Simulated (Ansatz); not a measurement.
Geometry optimisation, Ansatz, RKS PBE0/def2-SVP.

input.yaml

```yaml
crystal:
  periodic: [false, false, false]
  atoms:
    - { symbol: Ge, position_ang: [0.0, 0.0, 0.0] }
    - { symbol: O, position_ang: [0.0, 0.0, 2.12] }
    - { symbol: H, position_ang: [-0.9095, -0.2814, 2.4571] }
    - { symbol: Cl, position_ang: [2.0935, 0.0, -0.7393] }
    - { symbol: F, position_ang: [-0.7913, 1.3709, -0.5594] }
    - { symbol: H, position_ang: [-0.73, -1.2648, -0.5162] }
    - { symbol: "N", position_ang: [1.159, 1.7479, 0.6969] }
    - { symbol: H, position_ang: [2.0156, 1.6075, 1.3053] }
    - { symbol: H, position_ang: [0.8584, 2.7267, 0.4227] }
    - { symbol: H, position_ang: [0.7105, 1.0715, 1.7912] }
basis:
  gaussian: { orbitals: def2-SVP }
hamiltonian:
  xc: pbe0
relax:
  f_tol: 0.15
  max_steps: 25
  restrain:
    - { distance: [0, 6], at: 1.91, k: 30.0 }
    - { distance: [9, 1], at: 1.01, k: 30.0 }
    - { distance: [0, 1], at: 2.97, k: 30.0 }
    - { distance: [9, 6], at: 2.26, k: 30.0 }
```

Run as:

```bash
$ ansatz run input.yaml --threads 4 --pin off --max-ram 5120MiB --backend cpu --events-out ev --progress --plain --runs-dir out
```

**Question.** Where does it end, and by what steps?

**Answer.** The run converged. The restraints hold the end off the free minimum; the threshold counts their pulls, which the force column leaves out. Restrained pairs: Ge1–N7 (2.21 → 1.88 Å), O2–H10 (1.33 → 0.98 Å), Ge1–O2 (2.12 → 2.97 Å), N7–H10 (1.36 → 2.26 Å). After 18 steps the energy has fallen by 3.626 eV (the restraints' own energy left out); F5 moved furthest, 1.42 Å.

```csv
step,energy less start (eV),largest force component (eV/Å),accepted
0,0.0000,5.039,yes
1,0.4902,4.101,yes
2,0.1969,3.189,yes
3,-1.1224,2.219,yes
4,-2.1051,2.808,yes
5,-2.7688,1.249,yes
6,-3.0433,1.318,yes
7,-3.2703,1.453,yes
8,-3.4786,0.944,yes
9,-3.4332,1.273,no
10,-3.5131,0.894,yes
11,-3.5301,0.852,yes
12,-3.5482,0.950,yes
13,-3.5605,1.263,yes
14,-3.6055,0.861,yes
15,-3.6086,0.842,yes
16,-3.6182,0.869,yes
17,-3.6254,0.758,yes
18,-3.6255,0.766,yes
```

```xyz
10
Properties=species:S:1:pos:R:3
Ge 0.233 0.547 -0.353
O 0.412 -0.362 2.467
H -0.396 -0.770 2.800
Cl 1.875 -0.754 -0.807
F -0.160 1.376 -1.836
H -1.027 -0.217 0.020
N 0.774 1.930 0.794
H 1.755 1.801 1.047
H 0.697 2.823 0.304
H 0.242 0.605 2.541
```

The run took 31 s on 4 threads of Intel(R) Xeon(R) 6975P-C (Granite Rapids), on a shared host, peak memory 0.32 GiB.
